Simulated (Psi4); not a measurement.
Input for Psi4:
```
memory 2 GB

molecule mol {
0 1
  F    -1.487464    0.670868    0.469145
  C    -0.528210    0.183788   -0.384197
  C     0.854254    0.762915   -0.238220
  C     1.400110   -0.410091    0.069947
  C     0.099990   -1.168020    0.041600
  H    -0.960660    0.212532   -1.389050
  H     1.217321    1.765228   -0.360652
  H     2.403477   -0.741253    0.262912
  H     0.019871   -1.975952   -0.683825
  H    -0.249691   -1.509923    1.013521
}

set basis cc-pvdz
set reference rhf
set freeze_core true

energy('qcisd(t)')
print_variables()
```

Problem. What does this run give for the total energy, number of basis functions, nuclear repulsion energy, MP2 correlation energy?

Solution. 
total energy: -254.5507 Eh
number of basis functions: 95
nuclear repulsion energy: 167.8891 Eh
MP2 correlation energy: -0.7149 Eh

Problem. Roughly what does it cost on one core?

Solution. around 80 core-seconds (rough).
